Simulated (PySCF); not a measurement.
**Two-component Hartree-Fock for Pm+ (promethium, charge +1)**

Start: [Xe] 4f5 6s1; 4f5/2 filled at m_j = -3/2, -1/2, +1/2, +3/2, +5/2; 6s1/2 filled at m_j = -1/2. Calculated with PySCF 2.14 in x2c-TZVPPall-2c (11s11p10d4f2g, 140 functions): generalised Hartree-Fock with the X2C-1e Hamiltonian and a Gaussian nucleus; one run each with spin-orbit coupling (SO) switched off, then screened by Boettger's factors.

```json
{"spinor shell": "1s1/2", "electrons": "2", "ε, spin-free (eV)": "-45412.8", "ε, screened SO (eV)": "-45405.5", "weight of nominal j (screened SO)": "1.000", "rms radius, screened SO (bohr)": "0.0264"}
{"spinor shell": "2s1/2", "electrons": "2", "ε, spin-free (eV)": "-7503.1", "ε, screened SO (eV)": "-7500.9", "weight of nominal j (screened SO)": "1.000", "rms radius, screened SO (bohr)": "0.107"}
{"spinor shell": "2p1/2", "electrons": "2", "ε, spin-free (eV)": "-6694.9", "ε, screened SO (eV)": "-7088.2", "weight of nominal j (screened SO)": "1.000", "rms radius, screened SO (bohr)": "0.0918"}
{"spinor shell": "2p3/2", "electrons": "4", "ε, spin-free (eV)": "-6694.9", "ε, screened SO (eV)": "-6523.8", "weight of nominal j (screened SO)": "1.000", "rms radius, screened SO (bohr)": "0.0979"}
{"spinor shell": "3s1/2", "electrons": "2", "ε, spin-free (eV)": "-1688.3", "ε, screened SO (eV)": "-1687.6", "weight of nominal j (screened SO)": "1.000", "rms radius, screened SO (bohr)": "0.277"}
{"spinor shell": "3p1/2", "electrons": "2", "ε, spin-free (eV)": "-1429.0", "ε, screened SO (eV)": "-1510.0", "weight of nominal j (screened SO)": "1.000", "rms radius, screened SO (bohr)": "0.269"}
{"spinor shell": "3d3/2", "electrons": "4", "ε, spin-free (eV)": "-1073.1", "ε, screened SO (eV)": "-1088.2", "weight of nominal j (screened SO)": "0.996", "rms radius, screened SO (bohr)": "0.254"}
{"spinor shell": "3d5/2", "electrons": "6", "ε, spin-free (eV)": "-1073.1", "ε, screened SO (eV)": "-1062.3", "weight of nominal j (screened SO)": "0.997", "rms radius, screened SO (bohr)": "0.257"}
{"spinor shell": "4s1/2", "electrons": "2", "ε, spin-free (eV)": "-361.09", "ε, screened SO (eV)": "-360.85", "weight of nominal j (screened SO)": "1.000", "rms radius, screened SO (bohr)": "0.630"}
{"spinor shell": "4p1/2", "electrons": "2", "ε, spin-free (eV)": "-273.35", "ε, screened SO (eV)": "-292.50", "weight of nominal j (screened SO)": "0.976", "rms radius, screened SO (bohr)": "0.651"}
{"spinor shell": "4p3/2", "electrons": "4", "ε, spin-free (eV)": "-273.35", "ε, screened SO (eV)": "-264.73", "weight of nominal j (screened SO)": "0.988", "rms radius, screened SO (bohr)": "0.678"}
{"spinor shell": "4d3/2", "electrons": "4", "ε, spin-free (eV)": "-146.21", "ε, screened SO (eV)": "-153.82", "weight of nominal j (screened SO)": "0.712", "rms radius, screened SO (bohr)": "0.742"}
{"spinor shell": "4d5/2", "electrons": "6", "ε, spin-free (eV)": "-146.21", "ε, screened SO (eV)": "-140.93", "weight of nominal j (screened SO)": "0.808", "rms radius, screened SO (bohr)": "0.746"}
{"spinor shell": "5s1/2", "electrons": "2", "ε, spin-free (eV)": "-57.569", "ε, screened SO (eV)": "-57.531", "weight of nominal j (screened SO)": "1.000", "rms radius, screened SO (bohr)": "1.56"}
{"spinor shell": "5p1/2", "electrons": "2", "ε, spin-free (eV)": "-34.037", "ε, screened SO (eV)": "-37.155", "weight of nominal j (screened SO)": "0.912", "rms radius, screened SO (bohr)": "1.75"}
{"spinor shell": "5p3/2", "electrons": "4", "ε, spin-free (eV)": "-34.037", "ε, screened SO (eV)": "-32.631", "weight of nominal j (screened SO)": "0.956", "rms radius, screened SO (bohr)": "1.86"}
{"spinor shell": "4f5/2", "electrons": "5", "ε, spin-free (eV)": "-18.514", "ε, screened SO (eV)": "-18.504", "weight of nominal j (screened SO)": "0.629", "rms radius, screened SO (bohr)": "1.10"}
{"spinor shell": "6s1/2", "electrons": "1", "ε, spin-free (eV)": "-10.215", "ε, screened SO (eV)": "-10.217", "weight of nominal j (screened SO)": "0.999", "rms radius, screened SO (bohr)": "4.41"}
```

Task: Where does 3p3/2 lie, and what is the 3p spin-orbit splitting (screened SO)?

Result: At -1393.3 eV, 116.71 eV above 3p1/2.

```json
{"quantity": "E (hartree)", "spin-free": "-10013.58414", "screened SO": "-10018.94685"}
{"quantity": "M_J", "spin-free": "2", "screened SO": "2"}
{"quantity": "⟨J²⟩", "spin-free": "12.019", "screened SO": "11.432"}
{"quantity": "⟨L²⟩", "spin-free": "30.016", "screened SO": "29.884"}
{"quantity": "⟨S²⟩", "spin-free": "12.004", "screened SO": "11.943"}
```

The determinant has a definite M_J but mixes levels of different J.

Each row is a mean over spinors that exchange with the open shell spreads, by up to 8.498 eV (4d3/2).

Rows whose weight is well below 1 are mixtures of j = l ± 1/2: exchange outweighs spin-orbit coupling there, and the label is only the starting occupation.

Breit and QED terms are absent; they matter most for the inner s and p1/2 levels.

Densities and radii are taken from the X2C orbitals without a picture-change correction, which distorts them close to the nucleus.

Without spin-orbit coupling the j labels of p, d and f shells carry no meaning; the spin-free column gives the mean over the occupied spinors of each nl shell.
